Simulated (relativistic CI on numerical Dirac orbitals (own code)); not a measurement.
Re XXXVII: q coefficients and field-shift factors

These numbers are calculated, not measured: Dirac-Coulomb-Breit CI, KLI orbitals optimised for each configuration, derivatives by finite differences, unscaled Slater integrals, QED left out (own radial code, finite nucleus).

Configurations in the expansion (outside the closed core [Ar] 3d10): 4s2 4p6 4d3, 4s2 4p6 4d2 4f, 4s2 4p5 4d4, 4s2 4p6 4d 4f2, 4s 4p6 4d4, 4p6 4d5, 4s2 4p6 4d2 5s, 4s2 4p6 4d 4f 5s. Levels of other configurations are missing.

With x = (α/α₀)² − 1 an excitation energy changes as ω = ω₀ + qx; K = 2q/ω₀ is the relative enhancement. Terms are leading LS components, so labels can repeat. The field-shift factor is F = δν/δ⟨r²⟩ for the transition from the lowest level.

Lowest level 4s2 4p6 4d3 4F_3/2.

```tsv
Level	ω₀ (cm⁻¹)	q (cm⁻¹)	F (GHz/fm²)
4s2 4p6 4d3 4F_5/2	131090	157800	4.61
4s2 4p6 4d3 4P_3/2	151368	152900	4.19
4s2 4p6 4d3 2G_7/2	165150	163200	4.78
4s2 4p6 4d3 4P_1/2	168012	155900	4
4s2 4p6 4d3 2G_9/2	169538	156500	4.98
4s2 4p6 4d3 4P_5/2	236310	175100	4.76
4s2 4p6 4d3 4F_7/2	293394	310900	9.06
4s2 4p6 4d3 4F_9/2	309043	316900	9.62
4s2 4p6 4d3 4P_3/2	320402	315100	8.43
4s2 4p6 4d3 2P_1/2	330383	316100	8.73
4s2 4p6 4d3 2D_5/2	338622	302900	7.71
4s2 4p6 4d3 2H_11/2	343678	314800	10
4s2 4p6 4d3 2D_5/2	362136	322000	8.44
4s2 4p6 4d3 2F_7/2	369463	312500	8.73
4s2 4p6 4d3 2D_3/2	423767	333100	9.88
4s2 4p6 4d3 2G_9/2	468044	473300	13.7
4s2 4p6 4d3 2D_3/2	511691	460900	12.5
4s2 4p6 4d3 2D_5/2	543739	466200	13.6
4s2 4p5 4d4 4P°_3/2	1297309	68500	12.5
4s2 4p5 4d4 6D°_5/2	1398394	227700	16.8
4s2 4p5 4d4 6D°_7/2	1428343	242800	17.4
4s2 4p5 4d4 6D°_1/2	1428991	230100	15.3
4s2 4p5 4d4 4F°_9/2	1436586	232000	17.6
```

At this charge energies of transitions that change n are usually good to better than 1 %, and those within a shell (Δn = 0) to a few per cent. Terms inside the open d or f shell come out 10 to 20 % too wide with unscaled integrals.

(1) Which transition from the lowest level has the largest |K|?

Answers

(1) 4s2 4p6 4d3 4F_5/2 at 131090 cm⁻¹, K = 2.41.
